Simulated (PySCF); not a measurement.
AgI, SMILES [Ag][I] (connectivity only; charge and spin as stated), charge -1, multiplicity 2.

Coordinates come from a B3LYP-D3(BJ)/def2-TZVPD optimisation. The spin state was assumed, not searched. The def2 effective core potentials stand for the cores of Ag, I; spin–orbit coupling is left out.

Two levels are set side by side: PBE/def2-TZVPD (PySCF) and CAM-B3LYP/def2-TZVPD (PySCF). Same geometry, gas phase. Differences are taken from unrounded values.

| quantity | CAM-B3LYP | PBE | PBE minus CAM-B3LYP |
|---|---|---|---|
| α-spin orbital gap (eV) | 4.75 | 2.40 | -2.35 |
| β-spin orbital gap (eV) | 6.18 | 2.43 | -3.75 |
| mean polarisability (bohr³) | 126.4 | 134.4 | 8.1 |

PBE's more diffuse valence density responds more strongly to a field. Differences between two approximate levels are no errors against the true value.

Rough cost on one machine, each run with all the roots and properties that it gave: CAM-B3LYP against PBE within a factor of 2.
